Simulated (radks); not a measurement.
Species: Au II. Configuration: [Xe] 4f14 5d9 6f1 (not the ground configuration). Method: Dirac Kohn-Sham, LDA (Slater exchange, Perdew-Wang correlation), spin-unpolarised, spherical densities, point nucleus; open shells fill j = l - 1/2 first; computed with a radial shooting solver on a logarithmic mesh with Libxc functionals.

Normalised radial functions P(r) = r R(r) (large component), r in bohr:

```
   r/bohr * 4f7/2, o 5d5/2, + 6f5/2 (the largest magnitude, 1.4, reaches the edge; | marks zero, & curves that meet)
 0.001539                             &
 0.002188                             &
 0.003137                             &
  0.00446                             &
 0.006342                             &
  0.00909                             &
  0.01293                             &
  0.01853                             &
  0.02634                             &o
  0.03746                             & o
  0.05369                             +* o
  0.07634                             + *  o
   0.1094                             +     &
   0.1556                             +  o        *
   0.2212                           o +                   *
   0.3171                     o       +                          *
   0.4509                       o     +                          *
   0.6411                             +   o               *
   0.9189                             +         *   o
    1.307                            +|   *            o
    1.873                            +|*           o
    2.663                           + *     o
    3.786                         +   * o
    5.427                         +   &
    7.717                           + &
    10.97                             &  +
    15.73                             &     +
    22.36                             &  +
    32.05                             &
    45.58                             &
```

4f7/2: eigenvalue -98.843 eV, 0 radial nodes, <r> = 0.502 bohr, 90 % of the charge inside 0.807 bohr. 5d5/2: eigenvalue -24.436 eV, 2 radial nodes at r = 0.195, 0.566 bohr, <r> = 1.52 bohr, 90 % of the charge inside 2.35 bohr. 6f5/2: eigenvalue -1.813 eV, 2 radial nodes at r = 0.687, 9.18 bohr, <r> = 14.4 bohr, 90 % of the charge inside 20.6 bohr.
